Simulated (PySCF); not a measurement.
Si(H)(Cl)3 cation (Cl3HSi), SMILES Cl[SiH](Cl)Cl (connectivity only; charge and spin as stated), charge +1, multiplicity 2.

The structure is a stationary point at r2SCAN-D4/def2-SVP. The multiplicity is an assumed one; other spin states were not compared. The isomer is the one that the SMILES or the coordinates give; other isomers of the formula were not compared.

The numbers are results of TDA-LC-ωPBE/def2-SVPD run with PySCF, not measurements.

Vertical excitations; the highest root listed may be one member of a degenerate set. The molecule is in vacuum.

```
state    energy (eV)  λ (nm)      f                                     main pairs
-------  -----------  ------  -----  ---------------------------------------------
root 1          1.43     870  0.000                               β HOMO→LUMO 99 %
root 2          1.96     633  0.027  β HOMO−2→LUMO, β HOMO−3→LUMO (degenerate set)
root 3          1.96     633  0.027  β HOMO−1→LUMO, β HOMO−4→LUMO (degenerate set)
root 4          2.31     538  0.021  β HOMO−4→LUMO, β HOMO−1→LUMO (degenerate set)
root 5          2.31     538  0.021  β HOMO−3→LUMO, β HOMO−2→LUMO (degenerate set)
root 6          3.84     323  0.042                             β HOMO−5→LUMO 96 %
root 7          4.32     287  0.023                 β HOMO−6→LUMO (degenerate set)
root 8          4.32     287  0.023                 β HOMO−7→LUMO (degenerate set)
root 9          6.99     177  0.000           α HOMO→LUMO 42 %, β HOMO→LUMO+1 49 %
root 10         7.20     172  0.003       α HOMO−3→LUMO 20 %, β HOMO−1→LUMO+1 69 %
```
Unrestricted roots are not spin-pure.
